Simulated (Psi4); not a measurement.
methylenecyclopropane (C₄H₆), singlet, at a GFN2-xTB geometry; BHHLYP/6-31G** (Psi4).

The Psi4 input:
```
memory 2 GB

molecule {
0 1
  C    -0.00129317   -0.00275161    0.32081465
  C     0.00476049   -0.75084329   -0.93743343
  C     0.00274446    0.76681235   -0.92442470
  C    -0.00656195   -0.01396254    1.62791476
  H    -0.89706014   -1.26329903   -1.24208508
  H     0.91033734   -1.26096073   -1.23477960
  H     0.90695617    1.28435584   -1.21296218
  H    -0.90044131    1.28201754   -1.22026766
  H    -0.00762667   -0.93636207    2.18656861
  H    -0.01006437    0.89871900    2.20229818
}

set basis 6-31g**

energy('bhhlyp')
print_variables()
```

It wrote (shortened):

```
   => Loading Basis Set <=

    Name: 6-31G**
    Role: ORBITAL
    Keyword: BASIS

         ---------------------------------------------------------
                                   SCF
               by Justin Turney, Rob Parrish, Andy Simmonett
                          and Daniel G. A. Smith
                              RKS Reference
         ---------------------------------------------------------

  ==> Geometry <==

    Molecular point group: c1
    Full point group: C1

    Geometry (in Angstrom), charge = 0, multiplicity = 1:

       Center              X                  Y                   Z               Mass
    ------------   -----------------  -----------------  -----------------  -----------------
         C           -0.001254600211    -0.002669541580     0.311246135877    12.000000000000
         C            0.004799059789    -0.750761221580    -0.947001944123    12.000000000000
         C            0.002783029789     0.766894418420    -0.933993214123    12.000000000000
         C           -0.006523380211    -0.013880471580     1.618346245877    12.000000000000
         H           -0.897021570211    -1.263216961580    -1.251653594123     1.007825032230
         H            0.910375909789    -1.260878661580    -1.244348114123     1.007825032230
         H            0.906994739789     1.284437908420    -1.222530694123     1.007825032230
         H           -0.900402740211     1.282099608420    -1.229836174123     1.007825032230
         H           -0.007588100211    -0.936280001580     2.177000095877     1.007825032230
         H           -0.010025800211     0.898801068420     2.192729665877     1.007825032230

  Running in c1 symmetry.

  Rotational constants: A =      0.66526  B =      0.23121  C =      0.18390 [cm^-1]
  Rotational constants: A =  19943.99689  B =   6931.55475  C =   5513.31383 [MHz]
  Nuclear repulsion =  110.000996917225322

  Charge       = 0
  Multiplicity = 1
  Electrons    = 30
  Nalpha       = 15
  Nbeta        = 15

  ==> Algorithm <==

  SCF Algorithm Type is DF.
  DIIS enabled.
  MOM disabled.
  Fractional occupation disabled.
  Guess Type is SAD.
  Energy threshold   = 1.00e-06
  Density threshold  = 1.00e-06
  Integral threshold = 1.00e-12

  ==> Primary Basis <==

  Basis Set: 6-31G**
    Blend: 6-31G**
    Number of shells: 42
    Number of basis functions: 90
    Number of Cartesian functions: 90
    Spherical Harmonics?: false
    Max angular momentum: 2

  ==> DFT Potential <==

   => LibXC <=

    Version 7.1.2
    S. Lehtola, C. Steigemann, M. J. T. Oliveira, and M. A. L. Marques,  SoftwareX 7, 1–5 (2018) (10.1016/j.softx.2017.11.002)

   => Composite Functional: BHANDHLYP <=

    BHandHLYP Hyb-GGA Exchange-Correlation Functional

    A. D. Becke,  J. Chem. Phys. 98, 1372 (1993) (10.1063/1.464304)
    Defined through Gaussian implementation.

    Deriv               =              1
    GGA                 =           TRUE
    Meta                =          FALSE

    Exchange Hybrid     =           TRUE
    MP2 Hybrid          =          FALSE

   => Exchange Functionals <=

    0.5000         Becke 88

   => Exact (HF) Exchange <=

    0.5000               HF

   => Correlation Functionals <=

    1.0000   Lee, Yang & Parr

   => LibXC Density Thresholds  <==

    XC_HYB_GGA_XC_BHANDHLYP:  1.00E-15

   => Molecular Quadrature <=

    Radial Scheme          =       TREUTLER
    Pruning Scheme         =           NONE
    Nuclear Scheme         =       TREUTLER

    Blocking Scheme        =         OCTREE
    BS radius alpha        =              1
    Pruning alpha          =              1
    Radial Points          =             75
    Spherical Points       =            302
    Total Points           =         213376
    Total Blocks           =           1653
    Max Points             =            256
    Max Functions          =             90
    Weights Tolerance      =       1.00E-15

   => Loading Basis Set <=

    Name: (6-31G** AUX)
    Role: JKFIT
    Keyword: DF_BASIS_SCF

  ==> Integral Setup <==

  SCF_SUBTYPE=INCORE selected. In-core MEM_DF algorithm will be used.
  Using in-core AOs.

  ==> MemDFJK: Density-Fitted J/K Matrices <==

    J tasked:                   Yes
    K tasked:                   Yes
    wK tasked:                   No
    Algorithm:                 Core
    Schwarz Cutoff:           1E-12
    Mask sparsity (%):       1.4815
    Fitting Condition:        1E-10

   => Auxiliary Basis Set <=

  Basis Set: (6-31G** AUX)
    Blend: CC-PVDZ-JKFIT
    Number of shells: 150
    Number of basis functions: 474
    Number of Cartesian functions: 474
    Spherical Harmonics?: false
    Max angular momentum: 3

  Minimum eigenvalue in the overlap matrix is 2.5931318648E-03.
  Reciprocal condition number of the overlap matrix is 3.4718678776E-04.
    Using symmetric orthogonalization.

  ==> Pre-Iterations <==

  SCF Guess: Superposition of Atomic Densities via on-the-fly atomic UHF (no occupation information).

   -------------------------
    Irrep   Nso     Nmo
   -------------------------
     A         90      90
   -------------------------
    Total      90      90
   -------------------------

  ==> Iterations <==

                           Total Energy        Delta E     RMS |[F,P]|

   @DF-RKS iter SAD:  -155.40452806242607   -1.55405e+02   0.00000e+00
   @DF-RKS iter   1:  -155.70336812102951   -2.98840e-01   5.92219e-03 ADIIS/DIIS
   @DF-RKS iter   2:  -155.77559944428904   -7.22313e-02   4.58088e-03 ADIIS/DIIS
   @DF-RKS iter   3:  -155.86428843048822   -8.86890e-02   5.43429e-04 ADIIS/DIIS
   @DF-RKS iter   4:  -155.86518190113773   -8.93471e-04   2.40933e-04 ADIIS/DIIS
   @DF-RKS iter   5:  -155.86543162273375   -2.49722e-04   3.04614e-05 DIIS
   @DF-RKS iter   6:  -155.86543554347361   -3.92074e-06   9.37191e-06 DIIS
   @DF-RKS iter   7:  -155.86543588599099   -3.42517e-07   2.21264e-06 DIIS
   @DF-RKS iter   8:  -155.86543590922304   -2.32320e-08   4.08173e-07 DIIS
  Energy and wave function converged.

  ==> Post-Iterations <==

   Electrons on quadrature grid:
      Ntotal   =   30.0000026720 ; deviation = 2.672e-06

    Orbital Energies [Eh]
    ---------------------

    Doubly Occupied:

       1A    -10.599432     2A    -10.593341     3A    -10.592989
       4A    -10.579421     5A     -0.978991     6A     -0.820482
       7A     -0.698656     8A     -0.612463     9A     -0.546307
      10A     -0.537465    11A     -0.497344    12A     -0.430585
      13A     -0.365559    14A     -0.340187    15A     -0.300954

    Virtual:

      16A      0.069600    17A      0.164274    18A      0.185643
      19A      0.195420    20A      0.203435    21A      0.227639
      22A      0.277002    23A      0.278673    24A      0.297455
      25A      0.354731    26A      0.405226    27A      0.514615
      28A      0.586608    29A      0.601446    30A      0.618464
      31A      0.714176    32A      0.720011    33A      0.720538
      34A      0.775676    35A      0.788566    36A      0.823822
      37A      0.848241    38A      0.926809    39A      0.939570
      40A      0.983306    41A      0.985417    42A      0.993952
      43A      1.000512    44A      1.027336    45A      1.127129
      46A      1.163314    47A      1.354980    48A      1.432166
      49A      1.547002    50A      1.689703    51A      1.697264
      52A      1.703488    53A      1.768186    54A      1.872665
      55A      1.887162    56A      1.950774    57A      2.021309
      58A      2.033797    59A      2.150929    60A      2.154820
      61A      2.192540    62A      2.269112    63A      2.280488
      64A      2.298349    65A      2.371159    66A      2.387816
      67A      2.426092    68A      2.460594    69A      2.587407
      70A      2.588978    71A      2.634400    72A      2.733394
      73A      2.765184    74A      2.822337    75A      2.885569
      76A      2.925831    77A      2.988512    78A      3.099984
      79A      3.144507    80A      3.273843    81A      3.379222
      82A      3.496953    83A      3.513072    84A      3.562068
      85A      3.706166    86A      3.794869    87A      4.302530
      88A      4.501539    89A      4.816393    90A      4.831782

    Final Occupation by Irrep:
              A
    DOCC [    15 ]
    NA   [    15 ]
    NB   [    15 ]

  @DF-RKS Final Energy:  -155.86543590922304

   => Energetics <=

    Nuclear Repulsion Energy =            110.0009969172253221
    One-Electron Energy =                -425.8111209401057522
    Two-Electron Energy =                 172.3615498270193314
    DFT Exchange-Correlation Energy =     -12.4168617133619623
    Empirical Dispersion Energy =           0.0000000000000000
    VV10 Nonlocal Energy =                  0.0000000000000000
    Total Energy =                       -155.8654359092230379

Computation Completed

Properties will be evaluated at   0.000000,   0.000000,   0.000000 [a0]

Properties computed using the SCF density matrix

 Multipole Moments:

 ------------------------------------------------------------------------------------
     Multipole            Electronic (a.u.)      Nuclear  (a.u.)        Total (a.u.)
 ------------------------------------------------------------------------------------

 L = 1.  Multiply by 2.5417464519 to convert [e a0] to [Debye]
 Dipole X            :         -0.0015307            0.0021866            0.0006559
 Dipole Y            :         -0.0032571            0.0046526            0.0013956
 Dipole Z            :          0.3797460           -0.5424562           -0.1627102
 Magnitude           :                                                    0.1627175

 ------------------------------------------------------------------------------------

  Variable Map:
  ----------------------------------------------------------------------------
  "CURRENT ENERGY"              =>    -155.865435909223
  "CURRENT REFERENCE ENERGY"    =>    -155.865435909223
  "DD SOLVATION ENERGY"         =>       0.000000000000
  "DFT FUNCTIONAL TOTAL ENERGY" =>    -155.865435909223
  "DFT TOTAL ENERGY"            =>    -155.865435909223
  "DFT VV10 ENERGY"             =>       0.000000000000
  "DFT XC ENERGY"               =>     -12.416861713362
  "GRID ELECTRONS ALPHA"        =>      15.000001335993
  "GRID ELECTRONS BETA"         =>      15.000001335993
  "GRID ELECTRONS TOTAL"        =>      30.000002671987
  "NUCLEAR REPULSION ENERGY"    =>     110.000996917225
  "ONE-ELECTRON ENERGY"         =>    -425.811120940106
  "PCM POLARIZATION ENERGY"     =>       0.000000000000
  "PE ENERGY"                   =>       0.000000000000
  "SCF ITERATION ENERGY"        =>    -155.865435909223
  "SCF ITERATIONS"              =>       8.000000000000
  "SCF TOTAL ENERGY"            =>    -155.865435909223
  "TWO-ELECTRON ENERGY"         =>     172.361549827019
  "XC GRID RADIAL POINTS"       =>      75.000000000000
  "XC GRID SPHERICAL POINTS"    =>     302.000000000000
  "XC GRID TOTAL POINTS"        =>  213376.000000000000

  Array Variable Map:
  ----------------------------------------------------------------------------
  "CURRENT DIPOLE"              =>       0.000655870563 ... -0.162710187310 1 by 3
  "SCF DIPOLE"                  =>       0.000655870563 ... -0.162710187310 1 by 3
  "SCF TOTAL ENERGIES"          =>    -155.404528062426 ... -155.865435909223 1 by 9
```
